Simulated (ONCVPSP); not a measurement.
# Hg, ONCV: configuration errors across variants

mercury, optimised norm-conserving Vanderbilt (ONCV), made with ONCVPSP 4.0.1 (revPBE, fully relativistic). Core [Kr] 4d10 4f14, reference 5s2 5p6 5d10 6s2. Waves: 5s+6s: rc 1.75 bohr, ncon 5, nbas 9, qcut 6.1 1/bohr, 2 projectors; 5p: rc 1.05 bohr, ncon 4, nbas 7, qcut 6.8 1/bohr, 2 projectors, debl 1.3 Ha; 5d: rc 1.90 bohr, ncon 3, nbas 7, qcut 8 1/bohr, 2 projectors, debl 1.9 Ha. Local part: polynomial inside 0.95 bohr (lpopt 5, dvloc0 2 Ha). Core correction: none.

Open shells are filled in proportion to 2j + 1.

In the p channel the program set the typed energies aside and used -2.262, 0.250 Ha (j = l + 1/2; the other j can differ).

All-electron excitation energies from the reference (eV): (1) 5s2 5p6 5d10 6s1 10.590; (2) 5s2 5p6 5d10 6s0 29.428; (3) 5s2 5p6 5d9 6s0 64.879; (4) 5s2 5p5 5d10 6s2 74.469.

1 further variants failed, have other tests or another functional or relativity, and are left out.

A true bound ghost makes a file unfit for plane-wave use even where its test errors are small: the radial tests pick states by their node count and pass the ghost by.

Errors AE − PS in meV (a dash: test not solved or not reliable):

| change | (1) | (2) | (3) | (4) | bound ghosts | GHOST(+) flags above zero |
| --- | --- | --- | --- | --- | --- | --- |
| base | -1.5 | -8.8 | -6.9 | -10 | none | s |
| d: rc 2.46 | -0.9 | -8.9 | -7.5 | -58 | none | s |
| p: qcut 8.5 | -1.3 | -7.4 | -5.9 | -5.1 | none | s, p3/2 |
| p: qcut 9.4 | -1.1 | -6.6 | -5.3 | -2.4 | none | s, p3/2 |
| local potential polynomial inside 0.80 bohr (lpopt 1, dvloc0 2 Ha) | -1.5 | -9.6 | -8.6 | +21 | none | s, p3/2, p1/2 |
| d: rc 2.08 | -1.3 | -8.4 | -9.4 | -20 | none | s, d5/2, d3/2 |
| s: nbas 10 | -1.6 | -9.4 | -7.6 | -8.8 | none | s |
| p: nproj 1 | -1.5 | -8.8 | -6.2 | -4.7 | none | s |

**Question.** Give the same row for: all radii scaled by about 0.85 (s 1.48, p 0.90, d 1.62 bohr); local potential polynomial inside 0.80 bohr (lpopt 5, dvloc0 2 Ha).

**Answer.** +1.3, +3.3, +4.4, +18; bound ghosts: s; GHOST(+) flags above zero: p3/2, p1/2.
